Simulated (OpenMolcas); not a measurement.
Computed levels of 3s2 3p in ions with 13 electrons, in cm-1 above 2P* 1/2.

* Program: OpenMolcas 26.06
* Method: RASSCF
* Basis: ANO-RCC-VQZP
* Scalar Hamiltonian: DKH2, point nucleus
* Spin-orbit coupling: state interaction with AMFI integrals over the reference wave functions, term energies averaged over their components

Active space for each ion: 3 electrons in 9 orbitals (RAS2 3s 3p; RAS3 3d, at most 2 electrons).

```
  Level  P2+  S3+  Ar5+
2P* 3/2  480  827  1969
```

Question: Estimate 2P* 3/2 for Cl4+ from its neighbours S3+ and Ar5+.

Answer: 2P* 3/2 is fine structure, which grows about as the fourth power of a screened charge, so the fourth roots are averaged: ((827^0.25 + 1969^0.25) / 2)^4 = 1306. The calculation gives 1312, so the estimate is off by -0.5 %.

Active for correlation alone: 3d; no level in the range computed is led by a configuration that fills it, so any true level of that kind is missing. Only configurations of the active space appear.

* marks odd parity.
